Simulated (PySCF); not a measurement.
**Static response to an electric field**

CH8AsGaS.
Cartesian coordinates in Å at the PBE0-D3(BJ)/def2-SVP level; atoms count from 1:
```
atom  x, y, z in Å
C1    -1.946    0.739    0.543
S2    -1.490   -0.546   -0.667
Ga3    0.150   -1.619    0.431
As4    1.879    0.216   -0.484
H5    -2.810    1.283    0.136
H6    -2.230    0.302    1.510
H7    -1.131    1.461    0.704
H8     0.712   -2.872   -0.321
H9     0.234   -1.352    1.975
H10    1.318    1.615   -0.372
H11    1.989    0.185   -1.990
H12    3.326    0.586   -0.197
```

Level: PBE0/def2-SVPD (PySCF), static field, nuclei fixed, core orbitals frozen in the response. The polarisability tensor in these axes (au):

```
x   120.62   1.18  -3.44
y     1.18 101.45  -2.49
z    -3.44  -2.49  91.39
```

Diagonalise the tensor; give its mean and Δα, where Δα² is half the sum of the squared differences of the eigenvalues.

Principal values 90.49, 101.85 and 121.13 au; mean 104.49 au = 15.48 Å³ = 17.23 × 10⁻⁴⁰ C²·m²/J; Δα = 26.83 au (26 % of the mean).

What is the dipole moment, and where does it point?

(2.54, 2.34, 0.37) D, 3.48 D in size, pointing from the negative to the positive side. Measured along this direction, the outermost atoms are S2 and H8 at the negative end and H12 at the positive end.

Give the eigenvalues of the traceless quadrupole moment Θ = ½Σq(3rr − r²1), origin at the centre of nuclear charge.

-6.85, 0.30, 6.54 D·Å. The values depend on the origin, since the dipole doesn't vanish. The electronic extent ⟨r²⟩ about the same centre is 1249 bohr², a root-mean-square distance of 1.93 Å for the 94 electrons.

How large is μ²/3kT at 273 K beside α?

In Gaussian units μ²/3kT = 106.84 Å³ against 15.48 Å³, a ratio of 6.90; the Debye molar polarisation (4π/3)N_A(α + μ²/3kT) is 308.6 cm³/mol, leaving out the vibrational part.

Molar refractivity from α?

Lorentz–Lorenz: R = (4π/3)N_A α = 2.5225 cm³/(mol·Å³) × 15.48 Å³ = 39.1 cm³/mol, in the limit of long wavelengths.

Form Σ f/ω² (atomic units) for the 6 lowest TDDFT singlets, given as eV and f, and set it beside the mean polarisability, which is this sum over all singlets: 5.00, 0.0118; 5.18, 0.1002; 5.32, 0.0031; 5.62, 0.0089; 5.82, 0.0218; 5.99, 0.0064.

They add up to 4.01 au, 3.8 % of the 104.49 au; the largest single term is 2.76 au, from the state at 5.18 eV. Terms in order: 0.35, 2.76, 0.08, 0.21, 0.48, 0.13 au. Higher excitations give the rest. The strengths listed sum to 0.152.

Find the Langevin capture rate constant for NO+ (29.998 u) meeting this molecule (195.882 u), k = 2.342 × 10⁻⁹ cm³/s × √(α in Å³ / reduced mass in u).

The reduced mass is 26.01 u, so k = 1.81 × 10⁻⁹ cm³/s. The formula leaves out the permanent dipole, which adds to the capture rate.

Geometry: PBE0-D3(BJ)/def2-SVP, one conformer, isolated molecule. The calculation is non-relativistic, for gallium and arsenic too.
